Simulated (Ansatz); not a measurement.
`[NH2][GeH2][Si](N)(F)F` + NH₃ → `N[Si](N)(F)F` + `[NH2][GeH3]`  (cleavage of the Si–Ge bond)

Program: Ansatz. Geometries: PBE0-D4/def2-TZVP. ΔE: electronic, gas phase. CCSD(T)/CBS is the MP2 limit (def2-TZVPP, def2-QZVPP) plus CCSD(T) − MP2 in def2-TZVPP, frozen cores. This one scheme is used for every species. Functionals use def2-TZVPP. B3LYP here is the variant with VWN-RPA as its local correlation; programs differ in this. For Ge outer-core shells are correlated without core-valence functions, which leaves a few kJ/mol of doubt a bond. Scalar relativity is left out up to krypton. One conformer a species, not always the lowest.

`[NH2][GeH2][Si](N)(F)F`:

Cartesian coordinates in Å:
```
N -0.190 -1.089 -2.176
Ge 0.768 -0.719 -0.645
Si -0.429 0.965 0.523
N -0.018 1.011 2.161
F -0.186 2.435 -0.036
F -1.981 0.689 0.246
H 0.176 -1.855 -2.725
H -1.173 -1.255 -2.005
H 0.960 -1.937 0.300
H 2.166 -0.253 -1.082
H -0.162 1.832 2.726
H 0.069 0.175 2.712
```

NH₃:

Cartesian coordinates in Å:
```
N -0.110 0.072 -0.249
H 0.864 0.338 -0.177
H -0.597 0.517 0.519
H -0.157 -0.927 -0.093
```

`N[Si](N)(F)F`:

Z-matrix (Å, degrees):
```
Si
N 1 1.684
F 1 1.591 2 116.6
N 1 1.684 2 110.3 3 119.5
F 1 1.591 2 104.9 3 -114.2
H 2 1.005 1 121.6 3 -69.2
H 2 1.006 1 121.5 3 85.8
H 4 1.005 1 121.6 2 50.3
H 4 1.006 1 121.5 2 -154.7
```

`[NH2][GeH3]`:

Cartesian coordinates in Å:
```
N -0.254 -0.409 -1.057
Ge 0.109 0.402 0.557
H 0.546 -0.870 -1.469
H -1.011 -1.078 -1.013
H -1.188 1.088 1.012
H 0.579 -0.565 1.671
H 1.218 1.433 0.299
```

CCSD(T)/CBS gives -78.2 kJ/mol.

Q: Another level gave -85.3 kJ/mol. Which?
A. SCS-MP2/def2-TZVPP
B. B3LYP-D4/def2-TZVPP
C. PBE0-D4/def2-TZVPP
D. B3LYP/def2-TZVPP

A: A. SCS-MP2/def2-TZVPP -85.3, B3LYP -79.1, PBE0-D4 -69.5, B3LYP-D4 -73.8 kJ/mol.

Largest T1 diagnostic among the species: 0.012.

In def2-TZVPP, CCSD(T) changes the Hartree–Fock value by +22.5 kJ/mol (the triples alone add +3.4 kJ/mol) and MP2 by +19.5 kJ/mol. From PBE to PBE0 (25 % exact exchange), in def2-TZVPP and without D4, ΔE moves by −10.1 kJ/mol. The D4 term adds +5.3 kJ/mol with B3LYP and +3.4 kJ/mol with PBE0; it sums over pairs of atoms, weighted by their polarisabilities, and B3LYP, whose exchange is more repulsive, gets the larger term.
